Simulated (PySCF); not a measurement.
Species: C7H9N.
Atom-mapped SMILES: `[NH2:1][CH2:2][C:3]1=[CH:4][C@@H:5]2[C@@H:6]3[C@H:7]1[C@H:8]23` (hydrogens: H9, H10 on N1; H11, H12 on C2; H13 on C4; H14 on C5; H15 on C6; H16 on C7; H17 on C8)

Level of theory: PBE0-D3(BJ)/def2-SVP geometry optimisation, gas phase in PySCF 2.14.0.

Task: What internal coordinates does the optimisation give?

Result: 
| bond | length (bohr) |
| --- | --- |
| N1–C2 | 2.752 |
| C2–C3 | 2.824 |
| C3=C4 | 2.538 |
| C4–C5 | 2.844 |
| C5–C6, C5–C8 | 2.868 |
| C6–C7, C7–C8 | 2.866 |
| C3–C7 | 2.858 |
| C6–C8 | 2.726 |
| N1–H9, N1–H10 | 1.925 |
| C2–H11, C2–H12 | 2.085 |
| C4–H13 | 2.060 |
| C5–H14 | 2.065 |
| C6–H15, C8–H17 | 2.061 |
| C7–H16 | 2.067 |

Bonds in one row agree within 0.02 bohr and their mean is given. A selection of angles:
| angle | degrees |
| --- | --- |
| C2–N1–H9 | 109.3 |
| H9–N1–H10 | 105.7 |
| N1–C2–C3 | 115.1 |
| N1–C2–H11 | 107.8 |
| N1–C2–H12 | 108.8 |
| C3–C2–H11 | 109.8 |
| H11–C2–H12 | 105.8 |
| C2–C3–C4 | 130.9 |
| C2–C3–C7 | 124.5 |
| C4–C3–C7 | 104.6 |
| C3–C4–C5 | 105.7 |
| C3–C4–H13 | 128.4 |
| C5–C4–H13 | 125.8 |
| C4–C5–C6 | 109.0 |
| C4–C5–H14 | 123.4 |
| C6–C5–C8 | 56.8 |
| C6–C5–H14 | 120.2 |
| C5–C6–C7 | 89.2 |
| C5–C6–C8 | 61.6 |
| C5–C6–H15 | 135.5 |
| C7–C6–C8 | 61.6 |
| C7–C6–H15 | 135.1 |
| C8–C6–H15 | 134.8 |
| C6–C7–C8 | 56.8 |
| C6–C7–H16 | 120.3 |
| C3–C7–C6 | 109.4 |
| C3–C7–H16 | 123.1 |
| H10–N1–C2 | 110.2 |

Torsions: N1–C2–C3–C4 116° (anticlinal); C2–C3–C4–C5 -178° (antiperiplanar); C3–C4–C5–C6 30°; C4–C5–C6–C7 -43° (synclinal); C5–C6–C7–C8 -58° (synclinal); C6–C7–C8–C5 58° (synclinal); C2–C3–C7–C6 148° (anticlinal); C4–C5–C8–C7 43° (synclinal); C5–C6–C8–C7 106° (anticlinal).

N1 (primary amine nitrogen) is pyramidal (angles 110.2°, 109.3° and 105.7°, sum 325.1°, 0.40 Å off the plane of its three neighbours). The 3-membered ring C6–C7–C8 has internal angles of 56.8° to 61.6°. The 5-membered ring C3–C4–C5–C6–C7 has internal angles of 89.2° to 109.4° (sum 518°, against 540° for a flat polygon); it is puckered, 0.20 Å rms from its mean plane, widest ring torsion 43°. The C–C distances run from 1.343 Å (C3=C4, drawn double) to 1.518 Å (C5–C6, drawn single), a spread of 0.175 Å. Of the pairs four or more bonds apart, C7···H10 is among the closest relative to their van der Waals radii: 3.00 Å, 103 % of the sum of Bondi's values. The 5-membered ring C3–C4–C5–C8–C7 has internal angles of 89.3° to 109.1° (sum 518°, against 540° for a flat polygon); it is puckered, 0.21 Å rms from its mean plane, widest ring torsion 43°. The 3-membered ring C5–C6–C8 has internal angles of 56.8° to 61.7°.

Point group: C1 (no symmetry element, even within 0.4 Å). No frequency check. One conformer, not necessarily the lowest (H–N1–C2–C3 -53° and 63°, N1–C2–C3–C4 116°).
